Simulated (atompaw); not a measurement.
PBE PAW (atompaw) dataset for silver (Ag), scalar-relativistic all-electron reference.

atompaw 4.2.0.5 input, output lines left out:

```
Ag 47
GGA-PBE scalarrelativistic loggrid 1500 logderivrange -9 5 351
5 5 4 0 0 0
5 0 1
5 1 0
0 0 0
c
c
c
v
v
c
c
v
v
c
v
2
2.15 1.90 2.05 1.00
n
n
y
-0.1
n
custom rrkj vanderbiltortho gaussian
bessel
1.60
2.15
1.50
1.65
2.15
2.15
```

Poles of the logarithmic derivatives, all-electron (AE) and pseudo (PS). s: poles at -6.9, 4.1 (AE) and -6.9, 3.9 (PS) Ry. p: poles at -4.2 (AE) and -4.2 (PS) Ry. d: poles at 0.0 (AE) and 0.0 (PS) Ry. Test radius 2.16 bohr.

- Cutoffs needed: 40 Ry and 70 Ry (the cutoffs (Ry, on a coarse ladder) from which the occupation-weighted sum of valence levels, in a spherical-Bessel basis at the reference potential, stays within 10 and 1 mRy of its value at 400 Ry)
- Ghost test: no extra level below or beside the all-electron valence levels (s, p, d, f tested) (spherical-Bessel basis up to 400 Ry, 20 bohr box)
- Lowest eigenvalue of the overlap operator: 0.10 (p channel)
- Overlap eigenvalues printed by atompaw (projector basis): 0.0441, 0.192, 0.369, 23.8, 67.8, 132
- Share of each valence orbital outside the PAW sphere: 4s 0 %, 5s 79 %, 4p 1 %, 5p 96 %, 4d 13 %
